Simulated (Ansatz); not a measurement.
Species: C₃H₅O₂, charge 0, multiplicity 2. It need not be the lowest isomer of its formula. SMILES: [CH2]CC(=O)O
Geometry from a B3LYP-D3(BJ)/def2-TZVP (Ansatz, a first-principles code) optimisation:
```
C
H 1 1.0991
H 1 1.0991 2 103.74
C 1 1.4798 2 112.06 3 121.08
H 4 1.0788 1 120.34 2 121.92
H 4 1.0797 5 119.82 1 180.00
C 1 1.5104 2 107.18 3 -113.20
O 7 1.2016 1 126.37 2 -124.58
O 7 1.3544 8 122.59 1 -180.00
H 9 0.9699 7 106.97 8 0.00
```
Charge 0, spin multiplicity 2.

Parts of the frozen-core correlation energy in cc-pVTZ (Ansatz, hartree). Frozen orbitals: 5; correlated occupied orbitals by spin: 15 and 14; virtual: 200 and 201. Open shells are spin-unrestricted. No spin-orbit coupling. Non-relativistic.

| term | value |
|---|---|
| reference (HF) | -266.31799 |
| MP2 opposite-spin | -0.70201 |
| MP2 same-spin | ___ |
| CCSD correlation | ___ |
| (T) | ___ |
| T1 diagnostic | 0.015 |
| largest doubles amplitude | 0.047 |
| <S^2> of the reference | 0.763 |

**Question.** Fill in the missing entries.

**Answer.** 
- MP2 same-spin, value: -0.23354
- CCSD correlation, value: -0.96198
- (T), value: -0.03963
